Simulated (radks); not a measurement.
Question: Ionisation ladder of krypton, from Kr I to Kr III. Each ion is in the ground configuration listed by NIST, and IE = E(next ion) - E(this ion). Method: Dirac Kohn-Sham, BLYP, spin-unpolarised, spherical densities, finite nucleus; open shells fill j = l - 1/2 first; Fermi nuclear charge, rms radius 4.1884 fm; computed with a radial shooting solver on a logarithmic mesh with Libxc functionals.

species      configuration  IE, Delta-SCF (eV)  -e(HOMO) (eV)   HOMO
Kr I                  [Kr]              13.893          8.884  4p3/2
Kr II    [Ar] 3d10 4s2 4p5              24.722         19.117  4p3/2
Kr III   [Ar] 3d10 4s2 4p4                   ?         30.496  4p3/2

Estimate the withheld Delta-SCF values.

Answer: Kr III: 36.581 eV (NIST 35.84).

Beside tabulated values, note that spin-unpolarised runs miss the spin-polarisation part of the exchange energy of open shells.
